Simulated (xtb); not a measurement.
A run for xtb: GFN2-xTB on BFH2O (SMILES OBF), a point of a bond scan (R = 2.655 Å).

```
$ xtb mol.xyz --gfn 2 --sp --chrg 0 --uhf 0
5

B     -0.35597186    -0.16970641    -0.21957831
H     -1.28437305    -0.66736312    -0.78003284
F      0.07134476     2.43627403    -0.48933947
O      0.50508287    -0.86058104     0.55608247
H      0.30439133    -1.79901087     0.61939460
```

Output:

```
[...]
           -------------------------------------------------
          |                Calculation Setup                |
           -------------------------------------------------



molecular fragmentation (1/2 indicates fragments):
11211
# atoms in fragment 1/2:     4     1
 fragment masses (1/2) :       28.83       19.00
CMA distance (Bohr)    :   5.944
constraining FC (au)   :  0.0500

           -------------------------------------------------
          |                 G F N 2 - x T B                 |
           -------------------------------------------------

        Reference                      10.1021/acs.jctc.8b01176
      * Hamiltonian:
        H0-scaling (s, p, d)           1.850000    2.230000    2.230000
        zeta-weighting                 0.500000
      * Dispersion:
        s8                             2.700000
        a1                             0.520000
        a2                             5.000000
        s9                             5.000000
      * Repulsion:
        kExp                           1.500000    1.000000
        rExp                           1.000000
      * Coulomb:
        alpha                          2.000000
        third order                    shell-resolved
        anisotropic                    true
        a3                             3.000000
        a5                             4.000000
        cn-shift                       1.200000
        cn-exp                         4.000000
        max-rad                        5.000000


          ...................................................
          :                      SETUP                      :
          :.................................................:
          :  # basis functions                  14          :
          :  # atomic orbitals                  14          :
          :  # shells                            8          :
          :  # electrons                        18          :
          :  max. iterations                   250          :
          :  Hamiltonian                  GFN2-xTB          :
          :  restarted?                      false          :
          :  GBSA solvation                  false          :
          :  PC potential                    false          :
          :  electronic temp.          300.0000000     K    :
          :  accuracy                    1.0000000          :
          :  -> integral cutoff          0.2500000E+02      :
          :  -> integral neglect         0.1000000E-07      :
          :  -> SCF convergence          0.1000000E-05 Eh   :
          :  -> wf. convergence          0.1000000E-03 e    :
          :  Broyden damping             0.4000000          :
          :  net charge                          0          :
          :  unpaired electrons                  0          :
          ...................................................

 iter      E             dE          RMSdq      gap      omega  full diag
   1    -10.8472027 -0.108472E+02  0.984E+00    2.76       0.0  T
   2     -5.8981302  0.494907E+01  0.237E+01    0.01       1.0  T
   3    -10.8832006 -0.498507E+01  0.662E+00    3.34       1.0  T
   4    -10.9207491 -0.375485E-01  0.440E+00    3.08       1.0  T
   5    -10.9142756  0.647345E-02  0.380E+00    2.51       1.0  T
   6    -10.9645895 -0.503138E-01  0.297E+00    1.85       1.0  T
   7    -10.9645787  0.108054E-04  0.297E+00    1.85       1.0  T
   8    -10.9482105  0.163682E-01  0.333E+00    2.07       1.0  T
   9    -10.8347539  0.113457E+00  0.665E+00    0.51       1.0  T
  10    -10.9072449 -0.724910E-01  0.543E+00    0.59       1.0  T
  11    -10.9006046  0.664037E-02  0.519E+00    0.58       1.0  T
  12    -10.9753493 -0.747447E-01  0.265E+00    0.72       1.0  T
  13    -11.0153820 -0.400328E-01  0.497E-01    1.04       1.0  T
  14    -11.0157772 -0.395159E-03  0.160E-01    0.99       1.0  T
  15    -11.0154640  0.313182E-03  0.284E-01    0.97       1.0  T
  16    -11.0157636 -0.299532E-03  0.774E-02    0.99       1.0  T
  17    -11.0157838 -0.202203E-04  0.544E-02    1.00       1.0  T
  18    -11.0157786  0.518795E-05  0.651E-02    0.99       1.0  T
  19    -11.0157884 -0.982989E-05  0.350E-02    1.00       1.3  T
  20    -11.0157935 -0.503324E-05  0.139E-02    1.00       3.2  T
  21    -11.0157942 -0.761881E-06  0.653E-03    1.00       6.8  T
  22    -11.0157944 -0.178506E-06  0.657E-04    1.00      68.1  T
  23    -11.0157944 -0.318614E-09  0.240E-04    1.00     186.1  T

   *** convergence criteria satisfied after 23 iterations ***

         #    Occupation            Energy/Eh            Energy/eV
      -------------------------------------------------------------
         1        2.0000           -0.7630474             -20.7636
       ...           ...                  ...                  ...
         3        2.0000           -0.6603829             -17.9699
         4        2.0000           -0.6030969             -16.4111
         5        2.0000           -0.5702200             -15.5165
         6        2.0000           -0.5245867             -14.2747
         7        2.0000           -0.4010009             -10.9118
         8        2.0000           -0.3892496             -10.5920
         9        2.0000           -0.3890722             -10.5872 (HOMO)
        10                         -0.3522230              -9.5845 (LUMO)
        11                         -0.2983857              -8.1195
        12                          0.0514634               1.4004
        13                          0.2327260               6.3328
        14                          0.3654760               9.9451
      -------------------------------------------------------------
                  HL-Gap            0.0368492 Eh            1.0027 eV
             Fermi-level           -0.3703606 Eh          -10.0780 eV

 SCC (total)                   0 d,  0 h,  0 min,  0.003 sec
 SCC setup                      ...        0 min,  0.000 sec (  2.547%)
 Dispersion                     ...        0 min,  0.000 sec (  0.899%)
 classical contributions        ...        0 min,  0.000 sec (  0.458%)
 integral evaluation            ...        0 min,  0.000 sec ( 11.143%)
 iterations                     ...        0 min,  0.002 sec ( 67.197%)
 molecular gradient             ...        0 min,  0.000 sec ( 15.404%)
 printout                       ...        0 min,  0.000 sec (  2.074%)

         :::::::::::::::::::::::::::::::::::::::::::::::::::::
         ::                     SUMMARY                     ::
         :::::::::::::::::::::::::::::::::::::::::::::::::::::
         :: total energy             -10.975147663031 Eh    ::
         :: gradient norm              0.084539466860 Eh/a0 ::
         :: HOMO-LUMO gap              1.002716497934 eV    ::
         ::.................................................::
         :: SCC energy               -11.015794304754 Eh    ::
         :: -> isotropic ES            0.083297788510 Eh    ::
         :: -> anisotropic ES          0.003299994688 Eh    ::
         :: -> anisotropic XC          0.000075505634 Eh    ::
         :: -> dispersion             -0.001023682777 Eh    ::
         :: repulsion energy           0.040646641723 Eh    ::
         :: add. restraining           0.000000000000 Eh    ::
         :: total charge               0.000000000181 e     ::
         :::::::::::::::::::::::::::::::::::::::::::::::::::::

           -------------------------------------------------
          |                Property Printout                |
           -------------------------------------------------

    * Orbital Energies and Occupations

         #    Occupation            Energy/Eh            Energy/eV
      -------------------------------------------------------------
         1        2.0000           -0.7630474             -20.7636
Note: The following floating-point exceptions are signalling: IEEE_DENORMAL
normal termination of xtb
         2        2.0000           -0.6778120             -18.4442
         3        2.0000           -0.6603829             -17.9699
         4        2.0000           -0.6030969             -16.4111
         5        2.0000           -0.5702200             -15.5165
         6        2.0000           -0.5245867             -14.2747
         7        2.0000           -0.4010009             -10.9118
         8        2.0000           -0.3892496             -10.5920
         9        2.0000           -0.3890722             -10.5872 (HOMO)
        10                         -0.3522230              -9.5845 (LUMO)
        11                         -0.2983857              -8.1195
        12                          0.0514634               1.4004
        13                          0.2327260               6.3328
        14                          0.3654760               9.9451
      -------------------------------------------------------------
                  HL-Gap            0.0368492 Eh            1.0027 eV
             Fermi-level           -0.3703606 Eh          -10.0780 eV

     #   Z          covCN         q      C6AA      α(0)
     1   5 B        1.718     0.416    32.518    12.017
     2   1 H        0.930    -0.008     3.202     2.798
     3   9 F        0.000    -0.427    14.338     4.410
     4   8 O        1.593    -0.335    19.660     5.984
     5   1 H        0.805     0.354     0.579     1.195

 Mol. C6AA /au·bohr⁶  :        260.920194
 Mol. C8AA /au·bohr⁸  :       6210.536977
 Mol. α(0) /au        :         26.404013


Wiberg/Mayer (AO) data.
largest (>0.10) Wiberg bond orders for each atom

 ---------------------------------------------------------------------------
     #   Z sym  total        # sym  WBO       # sym  WBO       # sym  WBO
 ---------------------------------------------------------------------------
     1   5 B    3.216 --     4 O    1.508     2 H    0.960     3 F    0.734
     2   1 H    1.000 --     1 B    0.960
     3   9 F    0.821 --     1 B    0.734
     4   8 O    2.374 --     1 B    1.508     5 H    0.832
     5   1 H    0.875 --     4 O    0.832
 ---------------------------------------------------------------------------

Topologies differ in total number of bonds
Writing topology from bond orders to xtbtopo.mol

molecular dipole:
                 x           y           z       tot (Debye)
 q only:       -0.434      -2.749       0.297
   full:       -0.392      -2.887       0.358       7.462
molecular quadrupole (traceless):
                xx          xy          yy          xz          yz          zz
 q only:        2.955      -0.559      -5.699       0.064       1.536       2.744
  q+dip:        2.624       0.091      -4.763       0.134       1.659       2.139
   full:        2.195      -0.239      -4.715      -0.941       1.667       2.520


           -------------------------------------------------
          | TOTAL ENERGY              -10.975147663031 Eh   |
          | GRADIENT NORM               0.084539466860 Eh/α |
          | HOMO-LUMO GAP               1.002716497934 eV   |
           -------------------------------------------------

------------------------------------------------------------------------
------------------------------------------------------------------------
 total:
 SCF:
```

The run finished.

Cost: roughly 0.020 core-seconds.
